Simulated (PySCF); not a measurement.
Sn(OH)3 (H3O3Sn), SMILES [OH][Sn+]([OH])[OH], charge +1.

Geometry: PBE0-D3(BJ)/def2-SVP. The multiplicity is an assumed one; other spin states were not compared. The isomer is the one that the SMILES or the coordinates give; other isomers of the formula were not compared. The def2 effective core potentials stand for the cores of Sn; spin–orbit coupling is left out. Other conformers were not sampled.

The numbers are results of IEF-PCM-ωB97X/def2-SVP (PySCF), not measurements.

The values are the electrostatic part of the solvation free energy, E(continuum) − E(gas) at the gas-phase geometry, in a cavity of scaled van der Waals radii (PySCF's table); cavitation and dispersion terms are not included. A continuum can't describe solvent molecules that bind to the metal. In vacuum the orbital gap is 10.87 eV.

Computed values in water (ε = 78.36), dimethylsulfoxide (ε = 46.83), toluene (ε = 2.37):
| solvent | ε | ΔG(elec) (kcal/mol) | gap (eV) |
|---|---|---|---|
| water | 78.36 | -69.4 | 11.04 |
| dimethylsulfoxide | 46.83 | -68.7 | 11.04 |
| toluene | 2.37 | -38.9 | 10.95 |
